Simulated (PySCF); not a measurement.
A calculated (PBE0, PySCF 2.14, 6-31G*, no relativity, point nucleus) atom or ion has these occupied shells.

| shell | electrons | orbital energy (eV) | rms radius, mean of both spins (bohr) |
| --- | --- | --- | --- |
| 1s α | 1 | -9466.0 | 0.0591 |
| 1s β | 1 | -9466.0 | 0.0591 |
| 2s α | 1 | -1159.9 | 0.249 |
| 2s β | 1 | -1159.8 | 0.249 |
| 2p α | 3 | -1022.3 | 0.221 |
| 2p β | 3 | -1022.3 | 0.221 |
| 3s α | 1 | -140.22 | 0.743 |
| 3s β | 1 | -140.11 | 0.743 |
| 3p α | 3 | -96.012 | 0.783 |
| 3p β | 3 | -95.944 | 0.783 |
| 3d α | 5 | -20.771 | 0.965 |
| 3d β | 5 | -20.607 | 0.965 |
| 4s α | 1 | -14.392 | 2.70 |

Q: Name the element and its charge.

A: Zn+ (zinc, charge +1), in [Ar] 3d10 4s1, 2S determinant.
